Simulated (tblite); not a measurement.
Species: C₄H₁₁B₂P.
SMILES with atom numbers: `[BH2:1][PH:2][BH:3][C:4](=[CH2:5])[CH2:6][CH3:7]` (hydrogens: H8, H9 on B1; H10 on P2; H11 on B3; H12, H13 on C5; H14, H15 on C6; H16, H17, H18 on C7)

Computed with GFN2-xTB (tblite), gas phase: L-BFGS steps from a force-field or distance-geometry start until the largest atomic force falls under 0.01 eV/Å.

Geometry at step 18:
```
atom  x, y, z in Å
B1      3.0086    0.7889   -0.3499
P2      2.2515   -0.8692   -0.3906
B3      0.4944   -0.8443   -0.9598
C4     -0.6243   -0.8499    0.1160
C5     -1.2040   -1.9761    0.5090
C6     -1.0785    0.4587    0.7302
C7     -1.6183    1.4351   -0.3189
H8      3.6699    0.9646    0.6050
H9      2.9268    1.6077   -1.1908
H10     2.2018   -1.1308    0.9693
H11     0.2480   -0.8524   -2.1003
H12    -2.0022   -1.9579    1.2304
H13    -0.9088   -2.9423    0.1364
H14    -1.8690    0.2340    1.4542
H15    -0.2461    0.9378    1.2629
H16    -2.0842    2.2738    0.1990
H17    -2.3569    0.9347   -0.9468
H18    -0.8173    1.7939   -0.9668
```

Q: Give the atomic forces at this geometry.

A: 
| atom | Fx (eV/Å) | Fy (eV/Å) | Fz (eV/Å) |
| --- | --- | --- | --- |
| B1 | 0.133 | 0.045 | 0.019 |
| P2 | 0.082 | 0.077 | 0.045 |
| B3 | 0.235 | 0.237 | 0.060 |
| C4 | -0.121 | -0.035 | 0.043 |
| C5 | -0.110 | -0.053 | 0.095 |
| C6 | -0.005 | -0.069 | -0.113 |
| C7 | 0.040 | -0.143 | 0.060 |
| H8 | -0.022 | 0.205 | -0.127 |
| H9 | -0.037 | -0.281 | 0.056 |
| H10 | -0.105 | -0.100 | -0.038 |
| H11 | 0.021 | 0.143 | -0.121 |
| H12 | -0.065 | -0.160 | 0.154 |
| H13 | -0.040 | 0.011 | -0.054 |
| H14 | 0.079 | 0.111 | -0.009 |
| H15 | -0.045 | -0.127 | -0.072 |
| H16 | 0.033 | 0.012 | -0.224 |
| H17 | 0.003 | 0.113 | 0.110 |
| H18 | -0.077 | 0.016 | 0.115 |

The largest, 0.34 eV/Å, acts on B3; the rms over all components is 0.108 eV/Å. The forces sum to zero within rounding, as they must for an isolated molecule in no field.

Q: Give the force on B3 in Eh/bohr and in nN.

A: 0.339 eV/Å ÷ 51.422 = 0.00659 Eh/bohr, and 0.339 eV/Å × 1.602 = 0.54 nN.

Q: How far is this geometry from the end of the optimisation?

A: 0.330 eV above it, and 1.085 Å rms away after alignment. The bonds farthest from their final lengths, with half the difference of the two atoms' forces along the bond (positive lengthens):

```tsv
bond	now (Å)	final (Å)	force along bond (eV/Å)
P2–B3	1.847	1.812	-0.07
B1–P2	1.823	1.794	0.00
C4=C5	1.326	1.337	+0.01
P2–H10	1.386	1.376	-0.02
B3–H11	1.167	1.175	+0.11
B1–H9	1.177	1.171	-0.12
```

The angle farthest from its final value is B1–P2–H10, 99.5° against 114.7°.

Of the 4 listed bonds off by 0.010 Å or more, this force points towards the final length in 3.

What follows is the cost of the whole relaxation. Time: 1.3 s of wall time. Hardware: an Arm Neoverse V1 with one thread, shared host.
